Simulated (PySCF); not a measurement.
CH$_{3}$O (SMILES C[O]), doublet, at a GFN2-xTB geometry; CAMB3LYP/def2-SV(P) in PySCF.

The PySCF input:
```python
from pyscf import gto, scf, dft

mol = gto.Mole()
mol.atom = '''
    C    -0.54116997    0.05353428    0.00083229
    O     0.76176720   -0.09588941   -0.01975640
    H    -0.92867698   -0.03773698    1.04276980
    H    -0.81706085    1.11029291   -0.22559941
    H    -1.10137993   -0.62664630   -0.66411297
'''
mol.basis = 'def2-sv(p)'
mol.spin = 1
mol.verbose = 3
mol.build()

mf = dft.UKS(mol)
mf.xc = 'camb3lyp'
mf.kernel()
mf.analyze()
```

It wrote (shortened):

```
converged SCF energy = -114.901342622504  <S^2> = 0.75384463  2S+1 = 2.0038409
**** MO energy ****
                             alpha | beta                alpha | beta
MO #1   energy= -19.2418199273079  | -19.2186372719597  occ= 1 | 1
MO #2   energy= -10.3071593013296  | -10.308226057637   occ= 1 | 1
MO #3   energy= -1.11161947910586  | -1.06235761788169  occ= 1 | 1
MO #4   energy= -0.739774096358219 | -0.718914773464741 occ= 1 | 1
MO #5   energy= -0.560232861499472 | -0.536096052251913 occ= 1 | 1
MO #6   energy= -0.543224713722709 | -0.503683606081684 occ= 1 | 1
MO #7   energy= -0.510627757159574 | -0.487769771814939 occ= 1 | 1
MO #8   energy= -0.387562069892839 | -0.325335654387062 occ= 1 | 1
MO #9   energy= -0.346898955317188 | -0.0725635296632889 occ= 1 | 0
MO #10  energy= 0.10790854720174   | 0.110095379018475  occ= 0 | 0
MO #11  energy= 0.166171836922689  | 0.176578333255335  occ= 0 | 0
MO #12  energy= 0.177810695299709  | 0.178481895870469  occ= 0 | 0
MO #13  energy= 0.222426715207763  | 0.229933377696296  occ= 0 | 0
MO #14  energy= 0.479115382824022  | 0.495204074067574  occ= 0 | 0
MO #15  energy= 0.53380715292161   | 0.537260825428386  occ= 0 | 0
MO #16  energy= 0.595968415467618  | 0.604242821378557  occ= 0 | 0
MO #17  energy= 0.701170637901242  | 0.707369964666823  occ= 0 | 0

To work with the spin densities directly, `use mulliken_meta_spin()` only printing them here.

 ** Mulliken spin pop alpha/beta on meta-lowdin orthogonal AOs **
 ** Mulliken Spin Density (per atom)  **
spin density of  0 C =     -0.05214
spin density of  1 O =      0.88717
spin density of  2 H =      0.08379
spin density of  3 H =      0.08379
spin density of  4 H =     -0.00261
 ** Mulliken pop alpha/beta on meta-lowdin orthogonal AOs **
 ** Mulliken atomic charges   ( Nelec_alpha | Nelec_beta ) **
charge of  0C =     -0.04183  (     2.99484      3.04699 )
charge of  1O =     -0.25838  (     4.57277      3.68561 )
charge of  2H =      0.11557  (     0.48411      0.40032 )
charge of  3H =      0.11557  (     0.48411      0.40032 )
charge of  4H =      0.06907  (     0.46416      0.46677 )
Dipole moment(X, Y, Z, Debye): -1.92774,  0.45640,  0.24347
```
